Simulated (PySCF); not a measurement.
## Electron correlation in Se (selenium, neutral)

[Ar] 3d10 4s2 4p4, high-spin 3P determinant. All numbers are calculated (PySCF 2.14, the non-relativistic Hamiltonian (point nucleus), in def2-TZVPPD). Frozen: [Ar] 3d10; 6 electrons correlated.

```tsv
level	correlation energy (mhartree)
CCSD	-119.28
(T)	-3.73
CCSD(T)	-123.01
```

Diagnostics: T1 = 0.0085, D1 = 0.0266, largest double amplitude 0.038.

Is a single reference adequate?

Yes, within this model without spin-orbit coupling: T1 lies below 0.03 and no double amplitude reaches 0.07.
